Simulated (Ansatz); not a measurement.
**Nudged elastic band run: Sr₁₈Ga**

Input:

```yaml
crystal:
  lattice:
    - [8.598418, 0.0, 0.0]
    - [6.448814, 11.169673, 0.0]
    - [0.0, 0.0, 20.020579]
  atoms:
    - { symbol: Sr, position: [0.1666667, 0.1111111, 0.0499486] }
    - { symbol: Sr, position: [0.6666667, 0.1111111, 0.0499486] }
    - { symbol: Sr, position: [0.1666667, 0.4444444, 0.0499486] }
    - { symbol: Sr, position: [0.6666667, 0.4444444, 0.0499486] }
    - { symbol: Sr, position: [0.1666667, 0.7777778, 0.0499486] }
    - { symbol: Sr, position: [0.6666667, 0.7777778, 0.0499486] }
    - { symbol: Sr, position: [-0.15675396, 0.21965374, 0.21951522] }
    - { symbol: Sr, position: [0.35022559, 0.21792556, 0.22085165] }
    - { symbol: Sr, position: [-0.1722646, 0.55706775, 0.21600506] }
    - { symbol: Sr, position: [0.33436034, 0.5504869, 0.22373396] }
    - { symbol: Sr, position: [-0.17849389, 0.88560791, 0.21677979] }
    - { symbol: Sr, position: [0.32961132, 0.88730327, 0.21874482] }
    - { symbol: Sr, position: [-0.02307204, -0.01657831, 0.37831077] }
    - { symbol: Sr, position: [0.43257577, 0.01697077, 0.40395153] }
    - { symbol: Sr, position: [0.00936414, 0.34945676, 0.37968263] }
    - { symbol: Sr, position: [0.55874372, 0.31450935, 0.40535817] }
    - { symbol: Sr, position: [-0.00628443, 0.66652553, 0.38734815] }
    - { symbol: Sr, position: [0.49517739, 0.66689574, 0.39037206] }
    - { symbol: Ga, position: [0.00254218, 0.16239344, 0.4709165] }
basis:
  ecutwfc: 420.0
kpoints:
  mp_grid: { grid: [2, 2, 1] }
hamiltonian:
  xc: pbe
scf:
  occupations: { method: fermi_dirac, width: 0.05 }
  lower_state_search: "off"
  max_iter: 50
neb:
  images: 3
  f_tol: 0.4
  max_iterations: 50
  order_check: false
  constraints: [{ sites: [0, 1, 2, 3, 4, 5] }]
  final_atoms:
    - { symbol: Sr, position: [0.1666667, 0.1111111, 0.0499486] }
    - { symbol: Sr, position: [0.6666667, 0.1111111, 0.0499486] }
    - { symbol: Sr, position: [0.1666667, 0.4444444, 0.0499486] }
    - { symbol: Sr, position: [0.6666667, 0.4444444, 0.0499486] }
    - { symbol: Sr, position: [0.1666667, 0.7777778, 0.0499486] }
    - { symbol: Sr, position: [0.6666667, 0.7777778, 0.0499486] }
    - { symbol: Sr, position: [-0.16563962, 0.21715356, 0.22373396] }
    - { symbol: Sr, position: [0.32773544, 0.22373441, 0.21600506] }
    - { symbol: Sr, position: [-0.17038864, 0.55396993, 0.21874482] }
    - { symbol: Sr, position: [0.32150615, 0.55227457, 0.21677979] }
    - { symbol: Sr, position: [-0.14977437, 0.88459222, 0.22085165] }
    - { symbol: Sr, position: [0.34324608, 0.8863204, 0.21951522] }
    - { symbol: Sr, position: [0.05874376, -0.01882399, 0.40535817] }
    - { symbol: Sr, position: [0.50936418, 0.01612342, 0.37968263] }
    - { symbol: Sr, position: [-0.00482257, 0.3335624, 0.39037206] }
    - { symbol: Sr, position: [0.49371561, 0.33319219, 0.38734815] }
    - { symbol: Sr, position: [-0.06742419, 0.68363743, 0.40395153] }
    - { symbol: Sr, position: [0.476928, 0.65008835, 0.37831077] }
    - { symbol: Ga, position: [0.50254222, -0.1709399, 0.4709165] }
```

Run as:

```bash
$ ansatz run input.yaml --threads 4 --pin off --max-ram 10240MiB --backend cpu --events-out ev --progress --plain --runs-dir out
```

Output, in part (warnings, iteration lines):

```
NEB end point (image 0): max|allowed force component| = 7.754e-3 eV/Å (the criterion of neb.relax_end_points is 8.000e-2)
NEB end point (image 4): max|allowed force component| = 7.753e-3 eV/Å (the criterion of neb.relax_end_points is 8.000e-2)
NEB iter   1: max|band force component| = 2.510e0 eV/Å  barrier→ = 1.2883 eV  barrier← = 1.2883 eV  Δτ_max = 0.1989 Å  (50 SCF iters)
NEB iter   2: max|band force component| = 6.048e-1 eV/Å  barrier→ = 0.3550 eV  barrier← = 0.3550 eV  Δτ_max = 0.1966 Å  (29 SCF iters)
NEB iter   3: max|band force component| = 2.523e-1 eV/Å  barrier→ = 0.1121 eV  barrier← = 0.1121 eV  CI = image 2  Δτ_max = 0.0000 Å  (27 SCF iters)
```

It converged. The threshold of 0.4 eV/Å is loose, so the images may lie well off the minimum-energy path. The order of the stationary point at the top wasn't checked. Limits of this set-up: coarse k mesh, thin slab, slab without dipole correction.

Final band (atoms are numbered from 1 in the order of the input):

```
image  path coordinate (Å)  energy (eV)  Sr15–Ga19 (Å)  Sr16–Ga19 (Å)  Sr17–Ga19 (Å)
    0                 0.00        0.000           3.05           3.56           6.65
    1                 1.25        0.073           3.16           4.77           6.51
    2                 2.50        0.112           3.98           5.98           5.91
    3                 3.75        0.109           5.07           6.50           4.67
    4                 5.00        0.000           5.86           6.65           3.47
```

Time of the run: 2.3 min on 4 threads of Intel(R) Xeon(R) Platinum 8559C (Emerald Rapids), with other jobs on the host, peak memory 5.8 GiB.
